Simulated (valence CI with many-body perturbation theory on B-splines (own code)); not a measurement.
## Energy levels of Hg64+

Method: configuration interaction combined with many-body perturbation theory (CI+MBPT): six valence electrons over a frozen Dirac-Fock core [Ne], radial functions for each j: 9 s, 9 p, 8 d, 6 f, 3 g, 1 h, with the one-electron correlation potential Σ1 (screened to all orders), the two-electron term Σ2, the three-electron term Σ3, Breit, model QED; selected single and double excitations, second order for the rest, scaled by the run's own slope (own B-spline code, finite nucleus).

No measured spectrum was set against this ion. As an estimate, large intervals hold to a few tenths of a per cent, small ones and those within an open d or f shell to about a per cent. Among the levels kept, up to 1100 cm⁻¹ of a level comes from second order outside the variational space, and about a tenth of that is noise between levels of different J, which matters for small intervals.

Levels 1 to 42 of 42, with energies above the lowest level, (3s^2 3p1/2^2 3p3/2^2) J=2. "Leading %" is the weight of the configuration and term that name the level; weights of strongly mixed levels are sums over their largest components and can fall short, and the name can then belong to a minority configuration. In the jj column 3d3/2^4 stands for four electrons in 3d with j = 3/2. Lifetimes count E1, E2, E3, M1 and M2 decay at the calculated energies, and are blank where another channel may lead or the interval is too uncertain; long ones can be off by a factor of two.

```csv
No.,Configuration,Term,J,E (Ry),Leading %,Second component,Lifetime,Leading jj
1,3s2 3p4,3P,2,0.000,68,32 % 3s2 3p4 1D,,3s^2 3p1/2^2 3p3/2^2 (99 %)
2,3s2 3p4,1S,0,1.611,64,35 % 3s2 3p4 3P,60.0 ms,3s^2 3p1/2^2 3p3/2^2 (99 %)
3,3s2 3p3 3d,3D°,2,19.094,32,20 % 3s2 3p3 3d 3F°,88.1 ps,3s^2 3p1/2^2 3p3/2 3d3/2 (99 %)
4,3s2 3p3 3d,3D°,1,19.808,34,27 % 3s2 3p3 3d 3P°,39.0 ps,3s^2 3p1/2^2 3p3/2 3d3/2 (99 %)
5,3s2 3p3 3d,3P°,0,19.822,63,25 % 3s2 3p3 3d 5D°,230 ms,3s^2 3p1/2^2 3p3/2 3d3/2 (99 %)
6,3s2 3p3 3d,3F°,3,19.833,27,21 % 3s2 3p3 3d 3G°,350 ps,3s^2 3p1/2^2 3p3/2 3d3/2 (98 %)
7,3s2 3p3 3d,3F°,4,27.898,51,25 % 3s2 3p3 3d 5D°,126 ns,3s^2 3p1/2^2 3p3/2 3d5/2 (100 %)
8,3s2 3p3 3d,3D°,2,28.510,34,22 % 3s2 3p3 3d 3P°,4.27 ps,3s^2 3p1/2^2 3p3/2 3d5/2 (98 %)
9,3s2 3p3 3d,3D°,3,29.995,44,16 % 3s2 3p3 3d 1F°,1.32 ps,3s^2 3p1/2^2 3p3/2 3d5/2 (98 %)
10,3s2 3p3 3d,3D°,1,30.936,34,29 % 3s2 3p3 3d 3P°,2.08 ps,3s^2 3p1/2^2 3p3/2 3d5/2 (99 %)
11,3s2 3p4,3P,1,37.326,99,,654 ps,3s^2 3p1/2 3p3/2^3 (99 %)
12,3s2 3p4,1D,2,38.082,67,31 % 3s2 3p4 3P,1.04 ns,3s^2 3p1/2 3p3/2^3 (98 %)
13,3s2 3p2 3d2,3F,2,39.015,40,22 % 3s2 3p2 3d2 5G,27.5 ps,3s^2 3p1/2^2 3d3/2^2 (99 %)
14,3s2 3p2 3d2,3P,0,41.028,58,27 % 3s2 3p2 3d2 5D,19.7 ps,3s^2 3p1/2^2 3d3/2^2 (99 %)
15,3s2 3p2 3d2,3F,3,48.204,33,22 % 3s2 3p2 3d2 5G,2.56 ps,3s^2 3p1/2^2 3d3/2 3d5/2 (99 %)
16,3s2 3p2 3d2,3P,2,49.101,23,9 % 3s2 3p2 3d2 5P,2.27 ps,3s^2 3p1/2^2 3d3/2 3d5/2 (98 %)
17,3s2 3p2 3d2,1G,4,49.488,25,21 % 3s2 3p2 3d2 3H,2.09 ps,3s^2 3p1/2^2 3d3/2 3d5/2 (98 %)
18,3s2 3p2 3d2,3P,1,49.520,37,32 % 3s2 3p2 3d2 5D,2.14 ps,3s^2 3p1/2^2 3d3/2 3d5/2 (99 %)
19,3s 3p5,3P°,2,52.638,86,7 % 3s2 3p3 3d 3P°,624 fs,3s 3p1/2^2 3p3/2^3 (86 %)
20,3s 3p5,1P°,1,54.229,35,22 % 3s 3p5 3P°,602 fs,3s 3p1/2^2 3p3/2^3 (56 %)
21,3s2 3p3 3d,3F°,2,55.617,44,30 % 3s2 3p3 3d 5D°,91.2 ps,3s^2 3p1/2 3p3/2^2 3d3/2 (98 %)
22,3s2 3p3 3d,5D°,0,55.744,54,23 % 3s2 3p3 3d 1S°,50.5 ps,3s^2 3p1/2 3p3/2^2 3d3/2 (98 %)
23,3s2 3p3 3d,3D°,1,55.892,40,31 % 3s2 3p3 3d 5D°,1.30 ps,3s^2 3p1/2 3p3/2^2 3d3/2 (84 %)
24,3s2 3p3 3d,3G°,3,56.264,35,27 % 3s2 3p3 3d 3F°,11.0 ps,3s^2 3p1/2 3p3/2^2 3d3/2 (98 %)
25,3s2 3p3 3d,3G°,4,56.881,50,38 % 3s2 3p3 3d 1G°,4.29 ns,3s^2 3p1/2 3p3/2^2 3d3/2 (99 %)
26,3s2 3p3 3d,3F°,2,58.003,66,22 % 3s2 3p3 3d 1D°,2.28 ps,3s^2 3p1/2 3p3/2^2 3d3/2 (97 %)
27,3s2 3p2 3d2,3F,4,58.114,30,13 % 3s2 3p2 3d2 5D,1.33 ps,3s^2 3p1/2^2 3d5/2^2 (98 %)
28,3s2 3p2 3d2,3P,2,58.884,21,16 % 3s2 3p2 3d2 3F,1.14 ps,3s^2 3p1/2^2 3d5/2^2 (98 %)
29,3s2 3p3 3d,3D°,3,59.119,37,25 % 3s2 3p3 3d 1F°,193 fs,3s^2 3p1/2 3p3/2^2 3d3/2 (98 %)
30,3s2 3p3 3d,3D°,2,59.757,29,27 % 3s2 3p3 3d 3P°,131 fs,3s^2 3p1/2 3p3/2^2 3d3/2 (89 %)
31,3s2 3p3 3d,3S°,1,60.265,34,27 % 3s2 3p3 3d 3P°,117 fs,3s^2 3p1/2 3p3/2^2 3d3/2 (86 %)
32,3s2 3p2 3d2,3P,0,61.009,62,21 % 3s2 3p2 3d2 1S,1.03 ps,3s^2 3p1/2^2 3d5/2^2 (97 %)
33,3s2 3p3 3d,3D°,1,61.281,37,29 % 3s2 3p3 3d 1P°,101 fs,3s^2 3p1/2 3p3/2^2 3d3/2 (84 %)
34,3s2 3p3 3d,3D°,3,64.091,53,26 % 3s2 3p3 3d 5D°,90.6 ps,3s^2 3p1/2 3p3/2^2 3d5/2 (99 %)
35,3s2 3p3 3d,5D°,4,64.098,53,22 % 3s2 3p3 3d 3G°,877 ps,3s^2 3p1/2 3p3/2^2 3d5/2 (99 %)
36,3s2 3p3 3d,3F°,4,65.113,72,26 % 3s2 3p3 3d 1G°,2.03 ns,3s^2 3p1/2 3p3/2^2 3d5/2 (99 %)
37,3s2 3p3 3d,3G°,5,65.352,99,,2.34 ns,3s^2 3p1/2 3p3/2^2 3d5/2 (99 %)
38,3s2 3p3 3d,3D°,1,65.431,47,26 % 3s2 3p3 3d 1P°,5.72 ps,3s^2 3p1/2 3p3/2^2 3d5/2 (98 %)
39,3s2 3p3 3d,1S°,0,65.616,54,44 % 3s2 3p3 3d 3P°,6.72 ps,3s^2 3p1/2 3p3/2^2 3d5/2 (98 %)
40,3s2 3p3 3d,3D°,2,66.873,45,38 % 3s2 3p3 3d 3P°,29.8 ps,3s^2 3p1/2 3p3/2^2 3d5/2 (99 %)
41,3s2 3p3 3d,1F°,3,67.424,36,33 % 3s2 3p3 3d 3F°,372 ps,3s^2 3p1/2 3p3/2^2 3d5/2 (99 %)
42,3s2 3p3 3d,3D°,2,67.686,46,16 % 3s2 3p3 3d 1D°,1.28 ps,3s^2 3p1/2 3p3/2^2 3d5/2 (97 %)
```

The ionisation energy to 3s2 3p3 2P°_3/2 of the next ion comes out as 7213.9 eV (NIST: 7211 ± 24 eV (theoretical)). All 42 levels together are meant to be complete up to 67.718 Ry.
